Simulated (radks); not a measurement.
Results of a calculation; reference values are marked as such.
Isoelectronic series with 18 electrons, each ion in its NIST ground configuration. Level of theory: Dirac Kohn-Sham, PBEsol, spin-unpolarised, spherical densities, finite nucleus; Fermi nuclear charge, rms radius of each element as measured or else 0.836 A^(1/3) + 0.57 fm (a radial shooting solver on a logarithmic mesh with Libxc functionals). Total energies (hartree) and mean radii <r> (bohr):

\begin{tabular}{lrrrr}
ion & configuration & E (hartree) & 3p3/2 & 3p1/2 \\ \hline
Ar & [Ar] & -528.48552 & 1.667 & 1.657 \\
K+ & [Ar] & -601.13198 & 1.429 & 1.421 \\
Ca2+ & [Ar] & -678.81071 & 1.260 & 1.253 \\
Sc3+ & [Ar] & -761.51968 & 1.132 & 1.125 \\
Ti4+ & [Ar] & -849.26286 & 1.029 & 1.022 \\
V5+ & [Ar] & -942.04772 & 0.9446 & 0.9383 \\
Cr6+ & [Ar] & -1039.88409 & 0.8739 & 0.8677 \\
Mn7+ & [Ar] & -1142.78375 & 0.8135 & 0.8074 \\
Fe8+ & [Ar] & -1250.76006 & 0.7614 & 0.7553 \\
\end{tabular}
